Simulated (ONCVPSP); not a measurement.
PBEsol ONCV dataset for F (Z = 9), scalar-relativistic all-electron reference.

```
Element                 : F (Z = 9)
Generator               : ONCVPSP 4.0.1
Type                    : optimised norm-conserving Vanderbilt (ONCV)
Functional              : PBEsol
Relativity              : scalar-relativistic
Frozen core             : [He]
Valence charge          : 7
Reference configuration : 2s2 2p5
Partial waves           : 2s: rc 0.60 bohr, ncon 4, nbas 8, qcut 12.3 1/bohr, 2 projectors, debl 2.8 Ha; 2p: rc 1.45 bohr, ncon 4, nbas 7, qcut 11.5 1/bohr, 2 projectors, debl 3.6 Ha
Local potential         : polynomial inside 0.45 bohr (lpopt 5, dvloc0 4 Ha)
Core correction         : Teter function, fcfact 3.75, rcfact 1.05
```

All-electron outer shells of the reference configuration (PBEsol, scalar-relativistic, ld1.x):

```tsv
shell	level (eV)	outermost node (bohr)	outermost maximum (bohr)
1s	-661.16	–	0.11
2s	-29.72	0.24	0.76
2p	-11.05	–	0.71
```

What the tests gave:

```json
{"Cutoffs needed": "56 Ha and 77 Ha (the cutoffs (Ha) at which the residual kinetic energy of the hardest occupied pseudo-wave falls to 1 and 0.1 mHa per electron)", "Ghost test": "no bound ghost flagged; no localised positive-energy state flagged", "Largest excitation error": "+751 meV (all-electron minus pseudo) for 2s2 2p2, out of 4 test configurations", "rms error of d²Exc/dni dnj": "1.83 mHa without and 1.79 mHa with the model core"}
```

Generation and tests took about 2.2 s on one core of a shared server CPU.
